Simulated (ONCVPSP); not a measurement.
Transferability test, ONCV potential for As

ONCVPSP 4.0.1 input, shortened (lines: element, Z, core and valence counts, functional; n l f; lmax; l rc ep ncon nbas qcut; lloc lpopt rc5 dvloc0; l nproj debl; icmod fcfact rcfact), PBE, scalar-relativistic:

```
  As 33.00    3    5        4      upf
    1    0    2.00
    2    0    2.00
    2    1    6.00
    3    0    2.00
    3    1    6.00
    3    2   10.00
    4    0    2.00
    4    1    1.00
    3
    0    1.00    0.00    4    7   15.20
    1    0.85    0.00    4    8   15.00
    2    1.25    0.00    4    8   12.30
    3    1.25    0.04    4    9    7.70
    4    5    0.70    0.00
    0    2    1.10
    1    2    0.50
    2    2    3.90
    3    2    2.60
    0    0.00    0.00
```

Energies are relative to the spin-unpolarised reference configuration 3s2 3p6 3d10 4s2 4p1; without spin polarisation the order of configurations can differ from experiment.

```
valence configuration  charge  ΔE all-electron (eV)  error AE − PS (meV)
 3s2 3p6 3d10 4s2 4p3       0               -27.068                 +1.9
 3s2 3p6 3d10 4s2 4p2      +1               -17.918                 +1.4
 3s2 3p6 3d10 4s2 4p0      +3                27.703                 -3.4
```

What are ΔE and the potential's error for 3s2 3p5 3d10 4s2 4p3?

ΔE = 117.340 eV all-electron; the error (AE − PS) is -294 meV.

Levels in the configuration 3s2 3p6 3d10 4s2 4p0:

```csv
level,all-electron (eV),pseudo (eV)
3s,-224.721,-224.757
3p,-168.081,-168.107
3d,-74.916,-74.925
4s,-44.431,-44.433
```
